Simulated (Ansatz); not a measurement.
Relaxation of CH$_{4}$ClGa (7 atoms, charge 0, multiplicity 1), to a largest force component of 0.03 eV/Å in at most 50 steps.

Method: Ansatz, RKS r2SCANh-D4/def2-SVP.

```xyz
7
Properties=species:S:1:pos:R:3
Ga -0.024 -0.003 0.289
H 0.469 -0.010 1.755
Cl 2.107 0.010 -0.283
C -1.534 0.002 -0.922
H -2.134 -0.907 -0.763
H -2.180 0.866 -0.709
H -1.208 0.042 -1.967
```

Task: Where does it end, and by what steps?

Result: The forces met the threshold. After 4 steps the energy has fallen by 0.400 eV; H2 moved furthest, 0.37 Å.

```json
{"step": "0", "energy less start (eV)": "0.0000", "largest force component (eV/Å)": "1.178", "accepted": "yes"}
{"step": "1", "energy less start (eV)": "-0.2987", "largest force component (eV/Å)": "0.809", "accepted": "yes"}
{"step": "2", "energy less start (eV)": "-0.3932", "largest force component (eV/Å)": "0.276", "accepted": "yes"}
{"step": "3", "energy less start (eV)": "-0.3996", "largest force component (eV/Å)": "0.110", "accepted": "yes"}
{"step": "4", "energy less start (eV)": "-0.4000", "largest force component (eV/Å)": "0.013", "accepted": "yes"}
```

```xyz
7
Properties=species:S:1:pos:R:3
Ga 0.079 -0.001 0.323
H 0.118 -0.013 1.878
Cl 2.035 0.012 -0.601
C -1.450 0.002 -0.881
H -2.053 -0.905 -0.722
H -2.098 0.864 -0.667
H -1.135 0.041 -1.931
```

Whether the end is a true minimum wasn't checked by a vibrational analysis.

Time of the run: 20 s on 2 threads of Arm Neoverse V1 (shared host), peak memory 0.19 GiB.
